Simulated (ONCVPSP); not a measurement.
What one change does to a pseudopotential (nitrogen (N), ONCV)

| Item | Value |
| --- | --- |
| Element | nitrogen (N) |
| Generator | ONCVPSP 4.0.1 |
| Type | optimised norm-conserving Vanderbilt (ONCV) |
| Functional | PBE |
| Relativity | non-relativistic |
| Frozen core | [He] |
| Valence charge | 5 |
| Reference configuration | 2s2 2p3 |
| Partial waves | 2s: rc 1.10 bohr, ncon 4, nbas 8, qcut 6.5 1/bohr, 1 projector; 2p: rc 1.25 bohr, ncon 4, nbas 7, qcut 6.3 1/bohr, 2 projectors, debl 3.6 Ha; d scattering state at 0.15 Ha: rc 1.05 bohr, ncon 3, nbas 7, qcut 9.3 1/bohr, 2 projectors, debl 1.2 Ha |
| Local potential | polynomial inside 0.70 bohr (lpopt 3, dvloc0 2 Ha) |
| Core correction | Teter function fitted to the true core (icmod 2), fcfact 0.15 |

Change: s: rc 1.08.

Cutoffs: the cutoffs (Ha) at which the residual kinetic energy of the hardest occupied pseudo-wave falls to 1 and 0.1 mHa per electron; they do not see the model core or the augmentation charge, which bear on the density cutoff. Errors are all-electron minus pseudo energies relative to the spin-unpolarised reference configuration.

Problem. Predict the effect on cutoff, ghosts and configuration errors.

Solution. The potential gets neither clearly harder nor softer (73 Ha and 124 Ha → 73 Ha and 130 Ha); the errors of the 4 common tests hardly move; neither file shows a bound ghost.

| quantity | base | changed |
| --- | --- | --- |
| cutoff, loose | 73 Ha | 73 Ha |
| cutoff, tight | 124 Ha | 130 Ha |
| loose cutoff by channel | s 23 Ha, p 73 Ha | s 24 Ha, p 73 Ha |
| bound ghosts | none | none |
| GHOST(+) flags under 300 eV | none | none |
| error for 2s2 2p2, meV [ΔE 13.60 eV] | +19 | +18 |
| error for 2s2 2p1, meV [ΔE 42.46 eV] | +170 | +168 |
| error for 2s2 2p0, meV [ΔE 89.54 eV] | +756 | +748 |
| error for 2s1 2p4, meV [ΔE 11.48 eV] | +13 | +13 |
| p: phases at 1.27 bohr within 0.05 rad from the reference energy up to (Ha; the scan ends near 5) | to the end of the scan | to the end of the scan |
| d: phases at 1.06 bohr within 0.05 rad from the reference energy up to (Ha; the scan ends near 5) | to the end of the scan | to the end of the scan |
| rms error of d²Exc/dni dnj with the model core, mHa | 1.85 | 1.85 |
